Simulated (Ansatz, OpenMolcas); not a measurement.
# How basis sets differ on CH4ClGa (SMILES [CH3][GaH][Cl])

CH4ClGa has 7 atoms, charge 0, and is taken as a singlet. As SMILES, `[CH3][GaH][Cl]`. The coordinates come from a PBE0-D4/def2-TZVP relaxation.

Each level gives the HOMO–LUMO gap (eV). The values are calculated.

| level | kind | program | value (eV) | CPU time |
| --- | --- | --- | --- | --- |
| HF/ANO-R0 (sfX2C) | Hartree–Fock | OpenMolcas | 11.81 | 8.8 s |
| HF/STO-3G | Hartree–Fock | Ansatz | 12.56 | 0.75 s |
| HF/3-21G | Hartree–Fock | OpenMolcas | 12.46 | 4.3 s |
| HF/ANO-S-VDZP (RICD fitting) | Hartree–Fock | OpenMolcas | 12.32 | 6.6 s |
| HF/def2-SVP | Hartree–Fock | OpenMolcas | 12.70 | 12 s |
| HF/def2-TZVP | Hartree–Fock | Ansatz | 12.62 | 9.7 s |

All-electron rows without a relativistic Hamiltonian named are non-relativistic. The values span 11.81 to 12.70 eV. A Hartree–Fock LUMO above zero doesn't converge with the basis: it sinks as sets grow more diffuse. Orbital gaps aren't excitation energies. CPU times are rough (shared hosts, several kinds of processor and program).
